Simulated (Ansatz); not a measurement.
```yaml
crystal:
  periodic: [false, false, false]
  atoms:
    - {symbol: C, position_ang: [0.326342, -1.575744, 0.843181]}
    - {symbol: O, position_ang: [0.922332, -0.423481, 0.260484]}
    - {symbol: C, position_ang: [1.953163, -0.736091, -0.669702]}
    - {symbol: Al, position_ang: [-0.241127, 1.158374, -0.145764]}
    - {symbol: C, position_ang: [-1.340469, 0.446190, -1.625182]}
    - {symbol: C, position_ang: [-1.118693, 1.441636, 1.598149]}
    - {symbol: H, position_ang: [1.092349, -2.156697, 1.362375]}
    - {symbol: H, position_ang: [-0.149734, -2.188736, 0.072460]}
    - {symbol: H, position_ang: [-0.419498, -1.226620, 1.554112]}
    - {symbol: H, position_ang: [2.334144, 0.211483, -1.045583]}
    - {symbol: H, position_ang: [1.552423, -1.333234, -1.493889]}
    - {symbol: H, position_ang: [2.746022, -1.287610, -0.158685]}
    - {symbol: H, position_ang: [0.955325, 2.151320, -0.556271]}
    - {symbol: H, position_ang: [-0.745634, 0.128217, -2.488660]}
    - {symbol: H, position_ang: [-1.963542, -0.403775, -1.323647]}
    - {symbol: H, position_ang: [-2.029334, 1.214393, -1.994793]}
    - {symbol: H, position_ang: [-0.410469, 1.429078, 2.433781]}
    - {symbol: H, position_ang: [-1.910843, 0.717937, 1.819419]}
    - {symbol: H, position_ang: [-1.594458, 2.429060, 1.614617]}
basis:
  gaussian: {orbitals: pcseg-2, point_charges: [{charge: 2.00, position_ang: [7.345, -0.779, 0.983]}]}
total_charge: -1
magnetization: {spin_polarized: true, initial_magnetization: 1}
hamiltonian: {xc: {name: HF}}
correlation: {active_space: {window: {electrons: 2, orbitals: 1}}}
scf: {lower_state_search: full}
output: {forces: true}
```

```sh
$ ansatz run in.yaml --threads 8 --pin off --events-out ev --progress --plain --max-ram 18278MiB
```

**Question.** How does Ansatz answer? (An estimate is asked.)

**Answer.** The calculation gave: The input was rejected before any iteration.
```
Error: invalid value for `correlation.active_space`: it starts from restricted Hartree–Fock orbitals; set hamiltonian.xc: hf without magnetization.spin_polarized
```
